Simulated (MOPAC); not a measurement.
MOPAC input (PM3):

```
PM3 FORCE THERMO(298,298) PRECISE LET GEO-OK AUX(PRECISION=9) THREADS=1
C3H6O2

C    -2.15343092 1    0.35737770 1   -0.17161109 1
C    -0.83592350 1   -0.27085306 1    0.23780537 1
O     0.19901989 1    0.50016352 1   -0.38054499 1
C     1.49062396 1    0.15606912 1   -0.18109216 1
O     1.78256603 1   -0.79167444 1    0.51073158 1
H    -2.29529433 1    0.34737060 1   -1.26030474 1
H    -2.98811704 1   -0.19648848 1    0.27653700 1
H    -2.23333463 1    1.40160521 1    0.15800674 1
H    -0.70076002 1   -0.25668652 1    1.33552231 1
H    -0.76338774 1   -1.32226026 1   -0.09800299 1
H     2.14327680 1    0.84937886 1   -0.72498166 1
```

Output:

```
 *******************************************************************************
 **                                                                           **
 **                              MOPAC v23.2.5                                **
 **                                                                           **
 *******************************************************************************
 ** MOPAC's Digital Object Identifier: https://doi.org/10.5281/zenodo.6511958 **
 **                                                                           **
 ** Please cite the open-source release paper for use of this MOPAC version:  **
 ** J. E. Moussa and J. J. P. Stewart (2026)                                  **
 ** MOPAC: An open-source semiempirical molecular orbital program             **
 ** J. Open Source Softw., 11(119), 8025, https://doi.org/10.21105/joss.08025 **
 *******************************************************************************

                              PM3 CALCULATION RESULTS

 *******************************************************************************
 *  PM3        - The PM3 Hamiltonian to be used
 *  GEO-OK     - OVERRIDE INTERATOMIC DISTANCE AND OTHER SAFETY CHECKS
 *  LET        - OVERRIDE SOME SAFETY CHECKS
 *  PRECISE    - TIGHTER CRITERIA TO BE USED
 *  FORCE      - FORCE CALCULATION SPECIFIED
 *  AUX        - OUTPUT AUXILIARY INFORMATION
 *  THERMO     - THERMODYNAMIC QUANTITIES TO BE CALCULATED
 *******************************************************************************
PM3 FORCE THERMO(298,298) PRECISE LET GEO-OK AUX(PRECISION=9) THREADS=1
 C3H6O2

   ATOM   CHEMICAL          X               Y               Z
  NUMBER   SYMBOL      (ANGSTROMS)     (ANGSTROMS)     (ANGSTROMS)

     1       C         -2.15343092  *   0.35737770  *  -0.17161109  *
     2       C         -0.83592350  *  -0.27085306  *   0.23780537  *
     3       O          0.19901989  *   0.50016352  *  -0.38054499  *
     4       C          1.49062396  *   0.15606912  *  -0.18109216  *
     5       O          1.78256603  *  -0.79167444  *   0.51073158  *
     6       H         -2.29529433  *   0.34737060  *  -1.26030474  *
     7       H         -2.98811704  *  -0.19648848  *   0.27653700  *
     8       H         -2.23333463  *   1.40160521  *   0.15800674  *
     9       H         -0.70076002  *  -0.25668652  *   1.33552231  *
    10       H         -0.76338774  *  -1.32226026  *  -0.09800299  *
    11       H          2.14327680  *   0.84937886  *  -0.72498166  *

          CARTESIAN COORDINATES

    NO.       ATOM           X           Y           Z

     1         C         -2.1534      0.3574     -0.1716
     2         C         -0.8359     -0.2709      0.2378
     3         O          0.1990      0.5002     -0.3805
     4         C          1.4906      0.1561     -0.1811
     5         O          1.7826     -0.7917      0.5107
     6         H         -2.2953      0.3474     -1.2603
     7         H         -2.9881     -0.1965      0.2765
     8         H         -2.2333      1.4016      0.1580
     9         H         -0.7008     -0.2567      1.3355
    10         H         -0.7634     -1.3223     -0.0980
    11         H          2.1433      0.8494     -0.7250

  H: (PM3): J. J. P. STEWART, J. COMP. CHEM. 10, 209 (1989).
  C: (PM3): J. J. P. STEWART, J. COMP. CHEM. 10, 209 (1989).
[...]
 VIBRATION         23   14A'          ATOM PAIR      ENERGY CONTRIBUTION    RADIAL
 FREQUENCY          2961.89         C  4 -- H 11         +94.6% ( 99.7%)    100.0%
 TRANSITION DIPOLE   0.1864         C  4 -- O  5          +2.9% ( 17.5%)     62.2%
 TRAVEL (Ang.)       0.1565         O  3 -- C  4          +2.4% ( 15.8%)      5.5%
 REDUCED MASS        0.9297
 EFFECTIVE MASS      1.7226
 FORCE CONSTANT      4.8054

 VIBRATION         24   15A'          ATOM PAIR      ENERGY CONTRIBUTION    RADIAL
 FREQUENCY          2993.97         C  2 -- H 10         +49.2% ( 69.3%)     97.5%
 TRANSITION DIPOLE   0.0235         C  2 -- H  9         +49.2% ( 69.3%)     97.5%
 TRAVEL (Ang.)       0.2164         C  2 -- O  3          +0.7% (  8.1%)     29.8%
 REDUCED MASS        0.4810         C  1 -- C  2          +0.7% (  8.1%)     37.6%
 EFFECTIVE MASS      1.2816
 FORCE CONSTANT      2.5404

 VIBRATION         25   10A"          ATOM PAIR      ENERGY CONTRIBUTION    RADIAL
 FREQUENCY          3086.02         C  1 -- H  6         +48.9% ( 72.2%)     97.1%
 TRANSITION DIPOLE   0.0760         C  1 -- H  8         +48.9% ( 72.2%)     97.1%
 TRAVEL (Ang.)       0.2076         C  1 -- C  2          +1.0% ( 10.2%)      0.0%
 REDUCED MASS        0.5070         C  1 -- H  7          +0.9% ( 10.0%)      0.0%
 EFFECTIVE MASS      1.5008
 FORCE CONSTANT      2.8447

 VIBRATION         26   16A'          ATOM PAIR      ENERGY CONTRIBUTION    RADIAL
 FREQUENCY          3088.59         C  1 -- H  7         +65.8% ( 83.7%)     98.9%
 TRANSITION DIPOLE   0.0818         C  1 -- H  8         +16.5% ( 41.9%)     84.2%
 TRAVEL (Ang.)       0.2055         C  1 -- H  6         +16.5% ( 41.9%)     84.2%
 REDUCED MASS        0.5169         C  1 -- C  2          +1.0% ( 10.4%)      0.0%
 EFFECTIVE MASS      1.5077
 FORCE CONSTANT      2.9053

 VIBRATION         27   17A'          ATOM PAIR      ENERGY CONTRIBUTION    RADIAL
 FREQUENCY          3184.48         C  1 -- H  8         +33.8% ( 55.9%)     97.1%
 TRANSITION DIPOLE   0.0855         C  1 -- H  6         +33.8% ( 55.9%)     97.1%
 TRAVEL (Ang.)       0.2544         C  1 -- H  7         +32.2% ( 54.6%)     96.9%
 REDUCED MASS        0.3272         C  1 -- C  2          +0.3% (  5.0%)    100.0%
 EFFECTIVE MASS      1.1354
 FORCE CONSTANT      1.9550

      SYMMETRY NUMBER FOR POINT-GROUP Cs  =  1

          SYSTEM IS A GROUND STATE

 C3H6O2

          MOLECULE IS NOT LINEAR

          THERE ARE 27 GENUINE VIBRATIONS IN THIS SYSTEM
          THIS THERMODYNAMICS CALCULATION IS LIMITED TO
          MOLECULES WHICH HAVE NO INTERNAL ROTATIONS

                    CALCULATED THERMODYNAMIC PROPERTIES
                                          *
   TEMP. (K)   PARTITION FUNCTION   H.O.F.    ENTHALPY  HEAT CAPACITY ENTROPY
                                   KCAL/MOL   CAL/MOLE    CAL/K/MOL  CAL/K/MOL

 298.00  VIB.     0.2009D+02                  2009.6292    13.4592    12.7054
         ROT.     0.7513D+05                   888.2803     2.9808    25.2910
         INT.     0.1509D+07                  2897.9095    16.4400    37.9964
         TRA.     0.6164D+27                  1480.4672     4.9680    38.8214
         TOT.                      -91.992    4378.3767    21.4080    76.8179

   *: NOTE: HEATS OF FORMATION ARE RELATIVE TO THE
            ELEMENTS IN THEIR STANDARD STATE AT 298K
              (=  Standard Enthalpy of Formation).

            Hvib:  Zero-point energy is not included.
                   frequencies of less than zero cm-1 are not included.
            Hrot = (3/2)RT
            Htra = (3/2)RT + pV = (5/2)RT

            Heat capacity is Cp, not Cv

          For more information, see: HTTP://OpenMOPAC.net/Manual/thermochemistry.html

           FORCE CONSTANT IN CARTESIAN COORDINATES (Millidynes/A)

    ATOM   CHEMICAL       X               Y               Z
   NUMBER   SYMBOL  FORCE CONSTANT  FORCE CONSTANT  FORCE CONSTANT

      1       C        8.221395        8.449706        8.204969
      2       C        8.686216        8.113463        8.207280
      3       O        8.162424        6.265545        0.691579
      4       C       13.118457       15.267218        2.100560
      5       O        8.127107        8.549439        0.297863
      6       H        1.337458        1.671849        3.794589
      7       H        1.194164        4.911981        0.656624
      8       H        1.337738        1.672041        3.794118
      9       H        1.286198        1.447634        3.515781
     10       H        1.286456        1.447797        3.515359
     11       H        0.670293        4.705429        0.331209

 **********************
 *                    *
 * JOB ENDED NORMALLY *
 *                    *
 **********************

 == MOPAC DONE ==
```
